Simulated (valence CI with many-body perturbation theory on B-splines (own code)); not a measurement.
# Level structure of Cs15+

Calculated by relativistic CI+MBPT: four valence electrons over a frozen Dirac-Fock core [Kr], radial functions for each j: 9 s, 9 p, 10 d, 8 f, 5 g, 3 h, 1 i, with the one-electron correlation potential Σ1 (screened to all orders), the two-electron term Σ2, the three-electron term Σ3, Breit, model QED; selected single and double excitations, second order for the rest (own B-spline code, finite nucleus).

No measured spectrum was set against this ion. As an estimate, terms of the open shell hold to 2 to 4 % of their energy, and close levels can change places. Core correlation moves these levels by up to 7300 cm⁻¹, and in measured spectra 5 to 20 % of such shifts remained as error; rates that hang on mixing are uncertain with them. Only levels of the ground parity were solved; by the run's estimate the other parity begins above the list, which can be wrong where configurations are misplaced.

Levels 1 to 34 of 34, with energies above the lowest level, 4d4 5D_0. "Leading %" is the weight of the configuration and term that name the level; weights of strongly mixed levels are sums over their largest components and can fall short. In the jj column 3d3/2^4 stands for four electrons in 3d with j = 3/2.

| No. | Configuration | Term | J | E (cm⁻¹) | Leading % | g | Leading jj |
| --- | --- | --- | --- | --- | --- | --- | --- |
| 1 | 4d4 | 5D | 0 | 0.0 | 64 |  | 4d3/2^4 (76 %) |
| 2 | 4d4 | 5D | 1 | 9661 | 84 | 1.498 | 4d3/2^3 4d5/2 (84 %) |
| 3 | 4d4 | 5D | 2 | 17917 | 91 | 1.472 | 4d3/2^2 4d5/2^2 (57 %) |
| 4 | 4d4 | 5D | 3 | 24300 | 86 | 1.448 | 4d3/2^2 4d5/2^2 (50 %) |
| 5 | 4d4 | 5D | 4 | 28329 | 64 | 1.375 | 4d3/2^3 4d5/2 (49 %) |
| 6 | 4d4 | 3P | 0 | 41929 | 50 |  | 4d3/2^2 4d5/2^2 (71 %) |
| 7 | 4d4 | 3H | 4 | 43880 | 56 | 0.985 | 4d3/2^2 4d5/2^2 (48 %) |
| 8 | 4d4 | 3G | 3 | 52208 | 65 | 0.895 | 4d3/2^2 4d5/2^2 (50 %) |
| 9 | 4d4 | 3H | 5 | 54649 | 76 | 1.072 | 4d3/2^2 4d5/2^2 (98 %) |
| 10 | 4d4 | 3F | 2 | 54820 | 65 | 0.830 | 4d3/2^2 4d5/2^2 (53 %) |
| 11 | 4d4 | 3P | 1 | 56883 | 74 | 1.356 | 4d3/2^2 4d5/2^2 (68 %) |
| 12 | 4d4 | 3H | 6 | 59379 | 72 | 1.119 | 4d3/2^2 4d5/2^2 (89 %) |
| 13 | 4d4 | 3G | 4 | 64980 | 62 | 1.030 | 4d3/2^2 4d5/2^2 (74 %) |
| 14 | 4d4 | 3D | 2 | 67713 | 46 | 1.231 | 4d3/2^2 4d5/2^2 (80 %) |
| 15 | 4d4 | 3F | 4 | 69791 | 45 | 1.148 | 4d3/2^2 4d5/2^2 (46 %) |
| 16 | 4d4 | 3F | 3 | 70498 | 45 | 1.173 | 4d3/2^2 4d5/2^2 (62 %) |
| 17 | 4d4 | 3F | 3 | 76454 | 36 | 1.100 | 4d3/2 4d5/2^3 (74 %) |
| 18 | 4d4 | 3G | 5 | 80828 | 76 | 1.159 | 4d3/2 4d5/2^3 (98 %) |
| 19 | 4d4 | 3P | 2 | 82551 | 38 | 1.163 | 4d3/2 4d5/2^3 (55 %) |
| 20 | 4d4 | 3D | 1 | 84853 | 83 | 0.660 | 4d3/2 4d5/2^3 (78 %) |
| 21 | 4d4 | 1I | 6 | 84900 | 72 | 1.045 | 4d3/2 4d5/2^3 (89 %) |
| 22 | 4d4 | 1G | 4 | 95354 | 45 | 1.088 | 4d3/2^2 4d5/2^2 (50 %) |
| 23 | 4d4 | 1S | 0 | 97716 | 73 |  | 4d3/2 4d5/2^3 (81 %) |
| 24 | 4d4 | 3P | 2 | 98124 | 42 | 1.185 | 4d3/2^2 4d5/2^2 (62 %) |
| 25 | 4d4 | 1F | 3 | 102630 | 61 | 1.060 | 4d3/2 4d5/2^3 (80 %) |
| 26 | 4d4 | 3P | 2 | 110070 | 58 | 1.199 | 4d3/2^2 4d5/2^2 (55 %) |
| 27 | 4d4 | 3F | 4 | 117840 | 64 | 1.166 | 4d5/2^4 (56 %) |
| 28 | 4d4 | 3F | 2 | 121790 | 49 | 0.912 | 4d5/2^4 (45 %) |
| 29 | 4d4 | 3F | 3 | 122370 | 77 | 1.069 | 4d3/2 4d5/2^3 (96 %) |
| 30 | 4d4 | 3P | 1 | 123900 | 97 | 1.483 | 4d3/2 4d5/2^3 (92 %) |
| 31 | 4d4 | 3P | 0 | 129940 | 83 |  | 4d5/2^4 (49 %) |
| 32 | 4d4 | 1G | 4 | 130680 | 76 | 1.050 | 4d3/2 4d5/2^3 (84 %) |
| 33 | 4d4 | 1D | 2 | 158580 | 91 | 0.999 | 4d3/2 4d5/2^3 (42 %) |
| 34 | 4d4 | 1S | 0 | 200760 | 91 |  | 4d3/2^2 4d5/2^2 (45 %) |

Names give the largest LS component (configuration and term), which can be under half, so a name can repeat, a term be missing and a line seem to break the LS rules; names also repeat where a configuration has a term twice.

The ionisation energy to 4d3 4F_3/2 of the next ion comes out as 383.17 eV (NIST: 382 ± 3 eV (theoretical)). All 34 levels together are meant to be complete up to 208790 cm⁻¹.
